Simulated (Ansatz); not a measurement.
Species: NbO2, charge 0, multiplicity 2. SMILES: [O]=[Nb]=[O]

Atoms: Nb1, O2, O3. Bonds: Nb1-O2, Nb1-O3.

Bond lengths (Å) and angles (degrees) optimised at PBE/6-31G* with LANL2DZ past Ar with Ansatz (a first-principles code); B3LYP/6-31G* with LANL2DZ past Ar with Ansatz; MP2/6-31G* with LANL2DZ past Ar with Ansatz, each started from the B3LYP-D3(BJ)/def2-TZVP structure (Ansatz) of the last column. A row stands for all coordinates that are equal there. 6-31G* holds six Cartesian d functions. No wavenumbers were computed at PBE/6-31G* with LANL2DZ past Ar, MP2/6-31G* with LANL2DZ past Ar, so these may be saddle points.

```csv
coordinate,PBE/6-31G* with LANL2DZ past Ar,B3LYP/6-31G* with LANL2DZ past Ar,MP2/6-31G* with LANL2DZ past Ar,B3LYP-D3(BJ)/def2-TZVP
Nb1-O2,1.738,1.730,1.680,1.713
O2-Nb1-O3,103.7,104.6,104.2,105.2
```

Mean signed difference of all 2 bond lengths from B3LYP-D3(BJ)/def2-TZVP: PBE/6-31G* with LANL2DZ past Ar 0.024 Å, B3LYP/6-31G* with LANL2DZ past Ar 0.017 Å, MP2/6-31G* with LANL2DZ past Ar -0.033 Å.
